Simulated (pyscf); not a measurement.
## HS–SnH(Cl)–Cl (SMILES [SH][SnH]([Cl])[Cl]), singlet

Gas-phase minimum from PySCF at ωB97X-D3(BJ)/def2-SVP, one conformer. 

```
Sn
H 1 1.6928
Cl 1 2.3261 2 110.52
Cl 1 2.3263 2 110.25 3 115.38
S 1 2.3712 2 112.67 4 122.26
H 5 1.3480 1 92.96 2 179.17
```
Charge 0, spin multiplicity 1.

Properties at ωB97X-D3(BJ)/def2-SVP:

- Harmonic wavenumbers, unscaled: 31, 115, 126, 139, 382, 405, 406, 553, 588, 746, 2036, 2760 cm⁻¹
- Zero-point energy: 11.8 kcal/mol
- Rotational symmetry number: 1
- Entropy of this conformer at 298 K and 1 atm, rigid rotor and harmonic oscillator, modes under 100 cm⁻¹ raised to 100: 367.4 J/(mol K)
- Dipole moment: 1.48 D

Single-point totals, which compare only within one level (frozen core for MP2 and CC):

```tsv
level	total energy (hartree)
ωB97X-D3(BJ)/def2-TZVP	-1534.36570
PBE/def2-TZVP	-1533.69914
r²SCAN/def2-TZVP	-1534.24719
B3LYP-D3(BJ)/def2-TZVP	-1534.38468
PBE0-D3(BJ)/def2-TZVP	-1533.82357
M06-2X/def2-TZVP	-1534.14010
ωB97M-D3(BJ)/def2-TZVP	-1534.43743
HF/def2-TZVPP	-1531.20868
MP2/def2-TZVPP	-1532.07904
CCSD/def2-TZVPP	-1532.12307
CCSD(T)/def2-TZVPP	-1532.15985
```

The lowest mode is so soft that the shape along it may change with the basis. Soft torsions are taken as harmonic, which can shift the entropy by several J/(mol K). The CCSD(T) − MP2 part came from Ansatz, without density fitting, on the same reference. The frozen core leaves the outer d or s,p core shells of the metals and heavy elements correlated in the MP2 and CC values, and def2-TZVPP describes them poorly, so these totals are far from the basis limit. Elements past Kr carry the def2 core potentials, without spin-orbit coupling.
